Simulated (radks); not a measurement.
Question: Species: Dy III. Configuration: [Kr] 4d10 4f10 5s2 5p5 6p1 (not the ground configuration). Method: Dirac Kohn-Sham, PBEsol, spin-unpolarised, spherical densities, point nucleus; open shells fill j = l - 1/2 first; computed with a radial shooting solver on a logarithmic mesh with Libxc functionals. Some entries of the table are withheld. Estimate them.

orbital  occ.  eigenvalue (hartree)  <r^2> (bohr^2)
1s1/2       2             -1969.821       0.0006096
2s1/2       2             -328.4688        0.009464
2p1/2       2             -312.4402             (1)
2p3/2       4             -283.0480             (2)
3s1/2       2             -73.66366         0.06281
3p1/2       2                   (3)         0.05830
3p3/2       4                   (4)         0.06526
3d3/2       4             -48.55405         0.05172
3d5/2       6             -47.22076         0.05366
4s1/2       2             -15.15103          0.3176
4p1/2       2             -12.39575          0.3331
4p3/2       4             -11.03134          0.3719
4d3/2       4              -6.49582             (5)
4d5/2       6              -6.24905             (6)
5s1/2       2              -2.53713           1.866
5p1/2       2              -1.78184           2.343
5p3/2       3              -1.59907           2.658
4f5/2       6              -0.87123          0.9318
4f7/2       4              -0.83846          0.9683
5d3/2       0              -0.64925           5.841
5d5/2       0              -0.63382           6.092
6s1/2       0              -0.62600           11.89
6p1/2       1              -0.47035           16.45
6p3/2       0              -0.44601           18.01

Answer: 
(1) 2p1/2 <r^2> (bohr^2): 0.006848
(2) 2p3/2 <r^2> (bohr^2): 0.008075
(3) 3p1/2 eigenvalue (hartree): -66.67325
(4) 3p3/2 eigenvalue (hartree): -60.56998
(5) 4d3/2 <r^2> (bohr^2): 0.4243
(6) 4d5/2 <r^2> (bohr^2): 0.4397
